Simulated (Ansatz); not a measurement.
Ga6Sb6H18, a cluster cut from wurtzite GaSb (hydrogen-capped), relaxed as a singlet with RKS PBE-D4/def2-SVP in Ansatz, starting from a model built from a lattice or polyhedron. Force threshold 0.03 eV/Å.

In the def2 sets Sb takes a core potential; there is no spin–orbit coupling. Single mean-field runs in def2-SVP are fitted with def2-universal-jkfit.

Start:

```xyz
30

Sb    0.431    1.210   -3.046
Ga    0.622    2.631   -0.802
Ga   -3.204    0.634   -0.628
Sb   -1.569    2.260    0.629
Sb    2.733    1.823    0.545
Ga   -0.903    1.213    2.956
Ga    0.166   -1.330   -2.467
Sb   -2.014   -1.701   -0.996
Sb    2.267   -2.103   -1.106
Ga    2.466   -0.747    1.140
Ga   -1.365   -2.763    1.288
Sb    0.280   -1.138    2.583
H    -0.960    1.763   -3.962
H     1.846    1.457   -4.019
H     0.764    4.120   -1.176
H    -3.580    1.239   -2.007
H    -4.473    0.410    0.214
H    -2.324    3.789    0.881
H     4.125    2.033   -0.407
H     2.844    2.730    1.983
H     0.066    2.174    3.694
H    -2.168    1.030    3.811
H     0.083   -2.162   -3.777
H    -3.069   -2.771   -1.835
H     3.700   -1.914   -2.028
H     2.120   -3.827   -0.738
H     3.682   -1.221    1.934
H    -2.627   -2.938    2.132
H    -0.650   -4.112    1.092
H     0.711   -1.789    4.112
```

```tsv
step	energy (eV)	largest force component (eV/Å)	SCF passes
1	-353702.4354	0.890	18
2	-353703.7990	0.348	25
3	-353703.9181	0.094	19
4	-353703.9458	0.061	19
5	-353703.9537	0.027	18
6	-353703.9577	0.090	18
7	-353703.9592	0.083	18
8	-353703.9615	0.044	19
9	-353703.9625	0.003	19
10	-353703.9629	0.010	18
```

Force components are those of the run's own axes.

End:

```tsv
atom	x (Å)	y (Å)	z (Å)
Sb1	0.3716	1.1428	-2.8449
Ga2	0.4155	2.8294	-0.7281
Ga3	-3.3734	0.7449	-0.8748
Sb4	-1.6752	2.1151	0.7223
Sb5	2.5264	1.6948	0.5309
Ga6	-0.7866	1.4091	3.1764
Ga7	-0.0746	-1.5093	-2.5345
Sb8	-2.0988	-1.6396	-0.8405
Sb9	2.1072	-2.0168	-1.0140
Ga10	2.4436	-0.8635	1.4121
Ga11	-1.2891	-3.0470	1.3219
Sb12	0.0799	-1.0802	2.5744
H13	-0.7138	1.7542	-4.0187
H14	1.8073	1.3643	-3.7674
H15	0.7471	4.3041	-1.1805
H16	-3.1726	1.3294	-2.3361
H17	-4.7634	0.5976	-0.1466
H18	-2.3849	3.6698	0.9207
H19	3.9337	1.9066	-0.4372
H20	3.0183	2.7108	1.8179
H21	0.5162	2.2763	3.4387
H22	-2.0129	1.3053	4.1613
H23	0.0048	-2.2671	-3.9160
H24	-3.1047	-2.7112	-1.7349
H25	3.5207	-1.7517	-1.9594
H26	2.2913	-3.7107	-0.8543
H27	3.8176	-1.2892	2.0600
H28	-2.5477	-3.4340	2.1879
H29	-0.2003	-4.0740	0.7952
H30	0.5967	-1.7602	4.0680
```

By distances, no bond broke or formed. The bond that changes most is Sb8–Ga11, from 2.60 to 2.70 Å (atoms count from 1).

The force fell under the threshold at step 5, but the optimiser went on and released 0.009 eV more. No frequencies were taken in this run, so the end may be a saddle point.

Hardware: 2 threads of AMD EPYC 7R13 on a shared host and a share (18 GiB) of an NVIDIA H100 80GB HBM3. Wall time 66 s.
